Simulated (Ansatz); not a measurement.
Question: Name a neutral molecule of N, O, Si and H with HOMO–LUMO gap (B3LYP/def2-TZVPP) between 7.45 and 7.75 eV and LUMO energy (PBE/def2-TZVPP) between 0.00 and 0.30 eV (Ansatz, PBE0-D4/def2-TZVP geometry).

Answer: `N[SiH](N)O` (7.71 eV, 0.07 eV). Other molecules can fit too; these were computed, each in one conformer that needn't be the lowest.

B3LYP here is the variant with VWN-RPA as its local correlation; programs differ in this.
